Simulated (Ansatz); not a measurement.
Abridged output of a molecular run in Ansatz:

```
Functional definition: HF
1550 factors; integrals over basis functions are off by at most 1.1e-3 eV
mean field evaluation 1: about -22430.0071 eV, gradient 4.1e1 eV
mean field evaluation 2: about -22430.1659 eV, gradient 4.1e1 eV
mean field evaluation 4: about -22433.2615 eV, gradient 3.3e0 eV
mean field evaluation 8: about -22433.3118 eV, gradient 2.6e-1 eV
mean field -22433.31201064 eV, -824.4090105462 hartree, gradient 3.6e-6 eV, S^2 0.000000; 0 other end points of the search recorded, 0 dependent functions left out
12 core orbitals not correlated: weight in the atoms' cores, before any rotation towards them, 1.000 or more for the frozen orbitals, at most 0.000 for the correlated occupied ones
reference -22433.31201064 eV, -824.4090105462 hartree; 21, 21 occupied and 194, 194 virtual orbitals, 1550 factors
second order -34.95980028 eV of doubles, -0.00000000 eV of singles
cycle   1  -33.81052542 eV  change     1.1e0 eV  update   1.1e-1
cycle   2  -34.51860750 eV  change   -7.1e-1 eV  update   3.1e-2
cycle   3  -34.64906873 eV  change   -1.3e-1 eV  update   1.4e-2
cycle   4  -34.62271356 eV  change    2.6e-2 eV  update   3.0e-3
cycle   5  -34.62111637 eV  change    1.6e-3 eV  update   1.2e-3
cycle   6  -34.62223280 eV  change   -1.1e-3 eV  update   3.4e-4
cycle   7  -34.62199782 eV  change    2.3e-4 eV  update   1.2e-4
cycle   8  -34.62188098 eV  change    1.2e-4 eV  update   3.3e-5
cycle   9  -34.62189689 eV  change   -1.6e-5 eV  update   1.3e-5
perturbative correction -0.98006775 eV, -0.0360168255 hartree
Total energy: -22468.91397528 eV, -825.7173586147 hartree
```

Its atoms:

Cartesian coordinates in Å:
```
C 0.673 -0.370 -0.698
Si -0.574 0.370 0.428
F -0.405 1.944 0.486
F -2.039 0.098 -0.111
I -0.439 -0.482 2.688
H 0.561 0.051 -1.701
H 1.682 -0.160 -0.338
H 0.541 -1.452 -0.753
```

**Question.** Which basis set was used?
A. def2-SVPD
B. def2-QZVPP
C. def2-TZVPP
D. cc-pV(D+d)Z

**Answer.** C. It gives 227 functions.

**Question.** Write the keys of the input that set method, charge and spin (a neutral closed shell needs none for the last two).

**Answer.** 
```yaml
correlation: {method: ccsd_t}
```
